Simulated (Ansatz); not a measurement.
`CO[SiH2][O][GeH3]` + `C=C=C[SiH3]` → `C=C=[CH][GeH3]` + `CO[SiH2]O[SiH3]`  (redistribution)

Computed with Ansatz on PBE0-D4/def2-TZVP structures; ΔE is electronic, products minus reactants. CBS: MP2 limit from def2 TZ/QZ plus the TZ coupled-cluster correction, frozen cores. Functionals use def2-TZVPP. B3LYP here is the variant with VWN-RPA as its local correlation; programs differ in this. For Ge outer-core shells are correlated without core-valence functions, which leaves a few kJ/mol of doubt a bond. Scalar relativity is left out up to krypton. Each species was taken in one conformer, which may not be the lowest.

```json
{"level": "r2SCAN-D4", "ΔE (kcal/mol)": "-12.9", "difference from CCSD(T)/CBS": "1.2"}
{"level": "ωB97X-V", "ΔE (kcal/mol)": "-12.8", "difference from CCSD(T)/CBS": "1.3"}
{"level": "r2SCAN", "ΔE (kcal/mol)": "-12.9", "difference from CCSD(T)/CBS": "1.2"}
{"level": "PBE0", "ΔE (kcal/mol)": "-12.8", "difference from CCSD(T)/CBS": "1.3"}
{"level": "B3LYP", "ΔE (kcal/mol)": "-13.5", "difference from CCSD(T)/CBS": "0.6"}
{"level": "HF/def2-TZVPP", "ΔE (kcal/mol)": "-13.8", "difference from CCSD(T)/CBS": "0.3"}
{"level": "CCSD(T)/def2-TZVPP", "ΔE (kcal/mol)": "-13.6", "difference from CCSD(T)/CBS": "0.5"}
{"level": "SCS-MP2/def2-QZVPP", "ΔE (kcal/mol)": "-14.0", "difference from CCSD(T)/CBS": "0.1"}
{"level": "HF/CBS(def2)", "ΔE (kcal/mol)": "-13.8", "difference from CCSD(T)/CBS": "0.3"}
{"level": "MP2/CBS(def2)", "ΔE (kcal/mol)": "-14.6", "difference from CCSD(T)/CBS": "-0.5"}
{"level": "CCSD(T)/CBS", "ΔE (kcal/mol)": "-14.1", "difference from CCSD(T)/CBS": "0"}
```

Largest T1 diagnostic among the species: 0.012.
